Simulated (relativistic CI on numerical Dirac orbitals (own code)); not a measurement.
**Hyperfine structure of Re71+, mass number 187**

Method of calculation: Dirac-Coulomb-Breit CI, separate exchange-only KLI orbitals for each configuration, a model potential for QED, unscaled Slater integrals (own radial code, finite nucleus).

Configurations in the expansion (outside the closed core 1s2): 2s2, 2s 2p, 2p2, 2p 3s, 2p 3p, 2s 3s, 2s 3p, 2s 3d, 2s 4s, 2s 4p, 2s 4d, 2s 4f, 3s2, 3s 3p, 3p2. Levels of other configurations are missing.

Nuclear spin I = 5/2, μ = 3.209 μN, Q = 1.94 b (tables of Stone and Pyykkö). The electronic factors are computed for point nuclear moments, without core polarisation or the Bohr-Weisskopf and QED corrections.

| Level | E (Ry) | A (GHz) | B (GHz) |
| --- | --- | --- | --- |
| 2s 2p 3P°_1 | 15.547 | 21870 | -235 |
| 2s 2p 3P°_2 | 128.698 | 9160 | 3510 |
| 2s 2p 1P°_1 | 135.525 | -6756 | 1990 |
| 2p2 3P_1 | 148.996 | -1234 | 1750 |
| 2p2 1D_2 | 150.336 | 3547 | 3330 |
| 2p2 3P_2 | 265.649 | 1170 | 168 |
| 2s 3s 3S_1 | 832.914 | 21500 | -2.01 |
| 2s 3p 3P°_1 | 839.021 | 18230 | -1.45 |

Levels with J = 0, under 50 % of one LS term, or S terms without an open s electron are left out. Small factors come from cancelling terms and can be off by tens of per cent or more.

At this charge energies of transitions that change n are usually good to better than 1 %, and those within a shell (Δn = 0) to a few per cent.

**Question.** Give the hyperfine levels of 2s 2p 3P°_1 relative to its centre of gravity.

**Answer.** With K = F(F + 1) − I(I + 1) − J(J + 1), E = AK/2 + B[¾K(K + 1) − I(I + 1)J(J + 1)]/[2I(2I − 1)J(2J − 1)]: F = 3/2: -76700, F = 5/2: -21680, F = 7/2: 54610 GHz.

LS names give the leading component of a level, which can be under half, so a name can repeat, a term be missing and a line seem to break the LS rules.
